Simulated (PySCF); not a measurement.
A geometry optimisation on `[B](Cl)([GeH3])Cl`.

Method: PBE0-D3(BJ)/def2-SVP geometry optimisation, gas phase (PySCF 2.14.0). Start geometry: GFN2-xTB. The command runs a driver script over a list of jobs; the input below is this job's line of settings and its coordinates in Å.

Command:
```bash
OMP_NUM_THREADS=1 python probes_run.py task.json out
```

Input:
```
{"job": {"xc": "PBE0", "basis": "def2-SVP", "d3": "d3bj", "grid": 1, "shake": 0.01, "kind": "geom"}, "charge": 0, "multiplicity": 1}
Cl     1.876590     1.661080    -0.218180
B      1.139200     0.131830    -0.162540
Cl     2.130430    -1.238750    -0.312560
Ge    -0.813090    -0.082730     0.094520
H     -1.209610    -0.636820     1.427610
H     -1.475880    -1.041400    -0.855850
H     -1.613680     1.177690    -0.022910
```

Output:
```
step   0  E = -3022.95338369  max force = 0.026669
step   1  E = -3022.96135195  max force = 0.005985
step   2  E = -3022.96173088  max force = 0.001266
step   3  E = -3022.96173202  max force = 0.000602
step   4  E = -3022.96174737  max force = 0.000110
step   5  E = -3022.96174806  max force = 0.000077
optimisation converged
```

Energies in Eh; «max force» is the largest Cartesian gradient component in Eh/bohr.

How much energy does the optimisation release, in eV?

E(step 0) − E(last step) = 0.008364 Eh, which is 0.228 eV.

Summary of the converged run: final energy -3022.96175 Eh after 5 steps; dipole 0.18 D.

Give the final coordinates.

0.071 Å rms from the input after alignment:
```
atom  x, y, z in Å
Cl1    1.9254    1.4920   -0.2160
B2     1.1568   -0.0765   -0.1809
Cl3    2.1591   -1.4991   -0.3524
Ge4   -0.8844   -0.2815    0.0824
H5    -1.1545   -0.8532    1.4883
H6    -1.4537   -1.2769   -0.9453
H7    -1.6184    1.0636   -0.0517
```

Hardware: Arm Neoverse V1, one thread, shared host. Cost: 22 s, 0.41 GiB resident at most.
Labels such as C1 count atoms from 1, the log's own numbers from 0.
